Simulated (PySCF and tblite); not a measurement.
Results of a calculation; reference values are marked as such.
C5H5FO2, numbered as in [CH2:1]=[CH:2][O:3]/[CH:4]=[C:5](\[F:6])[CH:7]=[O:8].

Conformers came from 150 starts (ETKDG and KDG, MMFF94s, GFN2-xTB); geometries are GFN2-xTB. Weights use PBE0-D3(BJ)/def2-SVP (IEF-PCM, dichloromethane) energies plus GFN2-xTB zero-point and thermal terms (modes under about 100 cm⁻¹ blended into free rotors). Symmetry numbers and mirror images are counted. Conformers within 3 kcal/mol (GFN2-xTB free energy) were kept, 10 at most. Programs: PySCF with density fitting and tblite.

Torsions listed: C1–C2–O3–C4, C2–O3–C4–C5, F6–C5–C7–O8. Of a mirror pair one member is shown.

| conformer | shape | symmetry | E(GFN2) kcal/mol |
| --- | --- | --- | --- |
| 1 | 13°, -174°, 180° | C1 (pair) | 0.28 |
| 2 | 180°, 0°, 180° | Cs | 0.08 |
| 3 | 38°, 21°, -179° | C1 (pair) | 1.32 |
| 4 | 180°, 180°, 180° | Cs | 0.00 |

Q: Which of these conformers is the most populated at 298.15 K, and with what share?

A: Conformer 4, about 75 %.

Q: Give the DFT energies and free energies relative to the lowest, and all weights.

A: 
```
conformer             shape  E(DFT) kcal/mol  G(298.15 K) kcal/mol  weight %
        1  13°, -174°, 180°             1.13                  0.77      20.3
        2    180°, 0°, 180°             1.46                  1.65       4.7
        3   38°, 21°, -179°             3.87                  3.86       0.1
        4  180°, 180°, 180°             0.00                  0.00      74.9
```

Q: How does its share change from 200 K to 400 K?

A: From 89 % to 64 %; the mixing entropy goes from 0.90 to 2.11 cal/(mol K).


Conformer gaps in def2-SVP on xTB geometries can be 2 kcal/mol too large for S=O, P=O and other polar bonds.